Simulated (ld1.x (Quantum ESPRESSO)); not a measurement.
# Configuration tests for zirconium (Zr) (TM semilocal)

ld1.x (Quantum ESPRESSO) 7.5 input, shortened:

```
&input
   title='Zr', zed=40., rel=1, dft='PBE', iswitch=3,
   config='[Kr] 4d1 5s0 5p0'
 /
 &inputp
   pseudotype=1, tm=.true., lloc=0,
   nlcc=.true., rcore=1.35
 /
3
5P  2  1   0.00   0.00  2.30  2.30  0.0
4D  3  2   1.00   0.00  2.20  2.20  0.0
5S  1  0   0.00   0.00  2.10  2.10  0.0
 &test
   configts(1)='4d1 5s0 5p0'
 /
```

Energies are relative to the spin-unpolarised reference configuration 4d1 5s0 5p0; without spin polarisation the order of configurations can differ from experiment.

Problem. Give the all-electron excitation energy and the error of the potential for: 4d2 5s2 5p0; 4d2 5s1 5p0; 4d2 5s0 5p0; 4d2 5s0 5p2; 4d1 5s2 5p1; 4d2 5s1.5 5p0; 4d2 5s0 5p1.

Solution.

```json
{"valence configuration": "4d2 5s2 5p0", "charge": "0", "ΔE all-electron (eV)": "-42.704", "error AE − PS (meV)": "-7.3"}
{"valence configuration": "4d2 5s1 5p0", "charge": "+1", "ΔE all-electron (eV)": "-35.567", "error AE − PS (meV)": "-134"}
{"valence configuration": "4d2 5s0 5p0", "charge": "+2", "ΔE all-electron (eV)": "-22.627", "error AE − PS (meV)": "-214"}
{"valence configuration": "4d2 5s0 5p2", "charge": "0", "ΔE all-electron (eV)": "-36.490", "error AE − PS (meV)": "+67"}
{"valence configuration": "4d1 5s2 5p1", "charge": "0", "ΔE all-electron (eV)": "-39.701", "error AE − PS (meV)": "+175"}
{"valence configuration": "4d2 5s1.5 5p0", "charge": "+0.5", "ΔE all-electron (eV)": "-39.824", "error AE − PS (meV)": "-71"}
{"valence configuration": "4d2 5s0 5p1", "charge": "+1", "ΔE all-electron (eV)": "-31.851", "error AE − PS (meV)": "-63"}
```

Levels in the configuration 4d2 5s1 5p0:

| level | all-electron (eV) | pseudo (eV) |
| --- | --- | --- |
| 4d | -9.982 | -9.761 |
| 5s | -9.944 | -10.062 |
